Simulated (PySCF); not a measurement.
Predicted microwave data (PBE0/pcSseg-1 in PySCF (dipole) on a GFN2-xTB geometry, gas phase) for one isomer of C8H13NS:

```
Rotational constants : A = 1396, B = 975.8, C = 795.5 MHz
Dipole components    : |μa| = 0.45 D, |μb| = 2.91 D, |μc| = 0.24 D
Inertial defect      : -244.53 u·Å²
κ                    : -0.40
```

Question: Which candidate fits, each taken in the one conformer that was computed?
A. `[CH2:1]=[CH:2][CH2:3][N:4]([C:5]([CH3:6])=[S:7])[CH:8]1[CH2:9][CH2:10]1` with C1–C2–C3–N4 -134°, C2–C3–N4–C5 -124°, C3–N4–C5–C6 174°, C3–N4–C8–C9 109°
B. `[CH2:1]=[C:2]([S:3][CH3:4])[C:5]([CH3:6])([CH3:7])[CH2:8][C:9]#[N:10]` with C1–C2–S3–C4 -21°, C1–C2–C5–C6 -2°, C2–C5–C8–C9 -54°

Answer: B. It is C=C(SC)C(C)(C)CC#N, an asymmetric top, point group C1. The candidates at the same level (rigid rotor, commonest isotopes):

```csv
SMILES,A (MHz),B (MHz),C (MHz),μa (D),μb (D),μc (D),Δ (u·Å²),point group,rotor
C=CCN(C(C)=S)C1CC1,1433,925.2,612.9,3.82,3.06,0.80,-74.33,C1,asymmetric top
C=C(SC)C(C)(C)CC#N,1396,975.8,795.5,0.45,2.91,0.24,-244.53,C1,asymmetric top
```

`C=CCN(C(C)=S)C1CC1` has C 23 % too low. No structure here is proved a minimum.
